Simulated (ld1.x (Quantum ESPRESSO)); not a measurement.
**u(r) = r·R(r): atom against pseudo-atom (Nd)**

Columns: radius, all-electron u(r) and pseudo u(r) of the 5d shell (level -1.29 eV) of neodymium in the configuration [Xe] 4f4 5d1 6s1 6p0; PBEsol, scalar-relativistic, TM semilocal scheme, ld1.x (Quantum ESPRESSO) 7.5.

```csv
r (bohr),all-electron,pseudo
0.185,0.1268,0.0017
0.370,-0.1226,0.0130
0.555,-0.2159,0.0412
0.740,-0.1202,0.0897
0.925,0.0380,0.1567
1.110,0.1899,0.2361
1.295,0.3125,0.3190
1.480,0.4027,0.3959
1.665,0.4643,0.4591
1.850,0.5031,0.5047
2.035,0.5247,0.5319
2.220,0.5336,0.5432
2.405,0.5335,0.5425
2.590,0.5272,0.5338
2.775,0.5168,0.5206
2.960,0.5037,0.5055
3.145,0.4891,0.4897
3.330,0.4736,0.4737
3.515,0.4578,0.4578
3.700,0.4418,0.4418
3.885,0.4258,0.4258
4.070,0.4099,0.4099
4.255,0.3941,0.3941
4.440,0.3786,0.3786
4.625,0.3631,0.3631
4.810,0.3480,0.3480
```

Task: How many radial nodes do the two functions have?

Result: The all-electron 5d function has n − l − 1 = 2; the pseudo-wave has 0, since the states of the same l below it are removed with the core.

Task: At about which radius was the pseudo-wave matched?

Result: 3.70 bohr. The columns agree to 0.0005 from 3.33 bohr on; several derivatives are matched, so the curves merge somewhat inside the radius.

Task: Is the pseudo-wave norm-conserving?

Result: Yes: the TM semilocal scheme keeps the norm inside the radius equal to the all-electron one, which fixes the energy derivative of the logarithmic derivative at the level.
